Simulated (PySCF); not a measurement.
Si(vinyl)3Br, C6H9BrSi.
Cartesian coordinates in Å at the PBE0-D3(BJ)/def2-SVP level; atoms count from 1:
```xyz
17
C6H9BrSi angstrom
Si    -0.0244   -0.0537   -0.0303
C     -0.2989    0.0217    1.8150
C     -1.0233   -0.8358    2.5402
H      0.1857    0.8600    2.3372
H     -1.5297   -1.6910    2.0791
H     -1.1404   -0.7223    3.6236
C      1.8030   -0.1802   -0.3907
C      2.4050   -1.1975   -1.0144
H      2.4258    0.6588   -0.0477
H      1.8378   -2.0620   -1.3771
H      3.4862   -1.2121   -1.1883
C     -0.7499    1.4611   -0.8449
C     -1.7299    1.4647   -1.7531
H     -0.3255    2.4275   -0.5359
H     -2.1925    0.5336   -2.0990
H     -2.1128    2.3940   -2.1887
Br    -1.0446   -1.8674   -0.8648
```

Computed with TDDFT B3LYP/def2-SVPD, vertical, gas phase, core orbitals frozen in the response (PySCF). The B3LYP/def2-SVPD calculation is non-relativistic and has no spin–orbit coupling, an omission that weighs most on bromine.

Transition dipole moments from the ground state, in atomic units and in the frame of the coordinates above (overall signs are arbitrary), for the states with f of 0.002 or more among the lowest 10:

```json
{"state": "S2", "E (eV)": "5.881", "μx": "0.133", "μy": "-0.064", "μz": "-0.029"}
{"state": "S3", "E (eV)": "5.884", "μx": "-0.008", "μy": "-0.064", "μz": "0.150"}
{"state": "S4", "E (eV)": "6.138", "μx": "-0.611", "μy": "0.185", "μz": "0.379"}
{"state": "S5", "E (eV)": "6.141", "μx": "-0.178", "μy": "0.344", "μz": "-0.547"}
{"state": "S6", "E (eV)": "6.154", "μx": "-0.165", "μy": "0.185", "μz": "-0.142"}
{"state": "S7", "E (eV)": "6.183", "μx": "0.143", "μy": "0.094", "μz": "0.060"}
{"state": "S8", "E (eV)": "6.314", "μx": "-0.024", "μy": "-0.456", "μz": "1.058"}
{"state": "S9", "E (eV)": "6.320", "μx": "1.022", "μy": "-0.493", "μz": "-0.182"}
{"state": "S10", "E (eV)": "6.411", "μx": "-0.076", "μy": "-0.208", "μz": "-0.107"}
```

Q: What oscillator strength does each state have?

A: f = (2/3) ΔE |μ|² with ΔE in hartree (27.2114 eV).

```csv
state,|μ|² (au),|μ| (D),f
S2,0.023,0.38,0.003
S3,0.027,0.41,0.004
S4,0.552,1.89,0.083
S5,0.450,1.70,0.068
S6,0.082,0.73,0.012
S7,0.033,0.46,0.005
S8,1.328,2.93,0.205
S9,1.321,2.92,0.205
S10,0.061,0.63,0.010
```

Q: Which bond between heavy atoms lies closest to the direction of the S6 transition dipole?

A: Si1–C12, at 15° from it; next C12–C13 at 40°.

Q: How is the summed strength of these states shared among x, y and z?

A: (2/3) Σ ΔE μα² gives 0.234 for x, 0.107 for y and 0.254 for z, 0.594 in all.

Q: What peak molar absorption coefficient would the strongest computed level give as a lone Gaussian band 0.3 eV wide at half height?

A: ε(max) = 2.175×10⁸ f / FWHM, with the width in cm⁻¹. S8/S9 (f summed): 2.175×10⁸ × 0.4100 / 2420 ≈ 37000 L mol⁻¹ cm⁻¹.

S2/S3, S4/S5 and S8/S9 coincide within about 0.01 eV; within a degenerate level the directions of the single components are arbitrary.

The vertical ionisation energy (ΔSCF) is 9.33 eV, 2.92 eV above S10.

One conformer stands for the species.
